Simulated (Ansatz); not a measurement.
Born–Oppenheimer molecular dynamics of CH3AlBCl (7 atoms, charge 0, multiplicity 1). It starts at the highest image of a converged band, a first-order saddle point between two minima.

The calculation used UKS LDA/def2-SVP (Ansatz).

| Property | Result |
| --- | --- |
| ensemble | NVE (velocity Verlet) |
| time step | 0.5 fs |
| steps asked | 200 |
| starting velocities drawn for | 100 K |
| seed | 11991 |

Frames 2.5 fs apart, positions in Å.

Velocities at 65.0 fs (Å/ps):

```
Cl 1.41 2.02 -3.12
B 5.30 8.97 6.97
C 2.03 -0.84 -0.79
Al -4.39 -4.31 0.32
H -5.49 -20.56 29.97
H -5.07 -3.72 -17.59
H -2.39 -17.46 23.33
```

```xyz
7
Properties=species:S:1:pos:R:3 time_fs=65.0 energy_less_start_eV=-0.242 T=475
Cl -1.822 -1.540 0.916
B -0.483 -0.738 0.149
C 0.512 0.027 0.875
Al -0.102 0.773 -1.064
H 1.029 0.890 0.595
H 1.232 -0.640 1.394
H 1.111 1.771 -1.335
7
Properties=species:S:1:pos:R:3 time_fs=67.5 energy_less_start_eV=-0.283 T=537
Cl -1.818 -1.536 0.907
B -0.475 -0.714 0.169
C 0.517 0.018 0.873
Al -0.113 0.762 -1.064
H 1.069 0.912 0.645
H 1.218 -0.647 1.383
H 1.108 1.736 -1.281
7
Properties=species:S:1:pos:R:3 time_fs=70.0 energy_less_start_eV=-0.317 T=591
Cl -1.815 -1.533 0.899
B -0.482 -0.690 0.190
C 0.529 0.007 0.870
Al -0.124 0.752 -1.064
H 1.156 0.996 0.663
H 1.209 -0.659 1.444
H 1.116 1.722 -1.242
7
Properties=species:S:1:pos:R:3 time_fs=72.5 energy_less_start_eV=-0.465 T=819
Cl -1.812 -1.532 0.890
B -0.503 -0.666 0.212
C 0.558 0.004 0.867
Al -0.134 0.743 -1.065
H 1.196 0.996 0.673
H 1.187 -0.656 1.551
H 1.131 1.730 -1.220
7
Properties=species:S:1:pos:R:3 time_fs=75.0 energy_less_start_eV=-0.713 T=1200
Cl -1.809 -1.534 0.880
B -0.533 -0.643 0.236
C 0.603 0.006 0.867
Al -0.142 0.736 -1.067
H 1.181 0.899 0.675
H 1.128 -0.612 1.666
H 1.137 1.748 -1.218
7
Properties=species:S:1:pos:R:3 time_fs=77.5 energy_less_start_eV=-0.721 T=1217
Cl -1.808 -1.538 0.872
B -0.564 -0.615 0.261
C 0.650 0.001 0.869
Al -0.148 0.730 -1.069
H 1.205 0.844 0.645
H 1.038 -0.531 1.769
H 1.122 1.765 -1.234
7
Properties=species:S:1:pos:R:3 time_fs=80.0 energy_less_start_eV=-0.854 T=1419
Cl -1.810 -1.544 0.865
B -0.587 -0.579 0.290
C 0.685 -0.018 0.872
Al -0.152 0.727 -1.071
H 1.317 0.892 0.570
H 0.940 -0.432 1.871
H 1.080 1.778 -1.268
7
Properties=species:S:1:pos:R:3 time_fs=82.5 energy_less_start_eV=-0.745 T=1253
Cl -1.814 -1.553 0.858
B -0.599 -0.535 0.320
C 0.715 -0.037 0.871
Al -0.153 0.725 -1.074
H 1.411 0.890 0.500
H 0.853 -0.323 1.965
H 1.018 1.791 -1.322
7
Properties=species:S:1:pos:R:3 time_fs=85.0 energy_less_start_eV=-0.857 T=1424
Cl -1.820 -1.564 0.853
B -0.600 -0.486 0.353
C 0.740 -0.050 0.868
Al -0.152 0.725 -1.076
H 1.434 0.774 0.468
H 0.787 -0.199 2.009
H 0.952 1.816 -1.396
7
Properties=species:S:1:pos:R:3 time_fs=87.5 energy_less_start_eV=-0.751 T=1263
Cl -1.827 -1.577 0.849
B -0.594 -0.438 0.387
C 0.756 -0.059 0.867
Al -0.149 0.725 -1.079
H 1.437 0.614 0.453
H 0.752 -0.073 1.988
H 0.891 1.857 -1.486
7
Properties=species:S:1:pos:R:3 time_fs=90.0 energy_less_start_eV=-0.709 T=1194
Cl -1.833 -1.588 0.845
B -0.587 -0.396 0.423
C 0.757 -0.072 0.870
Al -0.145 0.727 -1.083
H 1.532 0.531 0.392
H 0.755 0.035 1.953
H 0.838 1.907 -1.585
7
Properties=species:S:1:pos:R:3 time_fs=92.5 energy_less_start_eV=-0.490 T=858
Cl -1.840 -1.599 0.842
B -0.585 -0.366 0.458
C 0.752 -0.082 0.873
Al -0.140 0.730 -1.088
H 1.657 0.478 0.314
H 0.801 0.120 1.964
H 0.785 1.952 -1.685
```

Of the whole run (100 fs, mean temperature of the second half 1029 K): The conserved energy stayed within 0.31 meV per atom of its start (net change 0.052 meV per atom), so the integration is sound. The kinetic energy rose, since the run started high on the potential surface and went downhill. A run of 0.1 ps of so small a system gives no equilibrium averages. The orbitals stay closed-shell, which can raise the energy where a bond breaks towards radicals; this wasn't checked here.

Run time: 5.2 min on 2 threads of Arm Neoverse N1, on a shared host, peak memory 0.15 GiB.
